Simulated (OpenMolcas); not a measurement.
**Pd2+: effect of the metal basis**

Pd2+ with its 6 nearest chloride ions at 2.69 Å, on the Na site of NaCl (a = 5.64056 Å, distance in the model lattice 2.820 Å). The rest of the host is ab initio model potentials to 7.6 Å and point charges beyond; the distance is set by hand and nothing relaxes, and no local charge compensation is placed.

```json
{
 "Program": "OpenMolcas",
 "Method": "SS-CASPT2, IPEA 0.25 Eh, imaginary shift 0.1 Eh (closed shells correlated: 4s 4p and the ligand valence shells)",
 "Spin-orbit coupling": "RASSI with atomic mean-field integrals over the reference wave functions"
}
```

Fixed: ligand basis ANO-RCC-VDZP, active space 8 electrons in 5 orbitals (4d), DKH2 Hamiltonian.

States (labels of O, the rotations of Oh). Energies in cm-1 above the lowest state or level, χT in cm3 K/mol.

```
Run   Metal basis  Ground state  First state of that spin  First gap with spin-orbit (degeneracies)  χT at 300 K  First state of another spin                      Cost
  A  ANO-RCC-VDZP           3A2                 3T2 10530                               5870 (3, 2)        1.476                      1E 6210  roughly 100 core-seconds
  B  ANO-RCC-VTZP           3A2                 3T2 10160                               5770 (3, 2)        1.497                      1E 6130    roughly 3 core-minutes
```

Against A, the first state of the same spin changes by -3.5 % in B.

Costs are those of the CASPT2 steps.

Roots that are degenerate in the reference are averaged as groups; the widest CASPT2 spread within a group is 450 cm-1 (the 3-fold group of multiplicity 1 near 17700 cm-1 above the lowest state of its run, A). Shifts and gaps below about the spread of the groups concerned are not significant. Over all roots computed the reference weight is 0.66 to 0.68 in A, 0.65 to 0.67 in B; a low but even weight reflects the number of correlated electrons. Real 4d8 and 5d8 ions are as a rule square planar and diamagnetic. Ligand-to-metal charge-transfer states are missing. These CASPT2 states fit no ligand-field parameters well, so their order and spin gaps are uncertain. With no ligand orbital active B as a rule stays too high, so bands that hang on it stand too high and its fall with covalency is understated. With one d shell and no ligand orbital active, 10Dq can be off by a tenth or more. No measured value stands beside these numbers; the geometry was set by hand and not optimised.
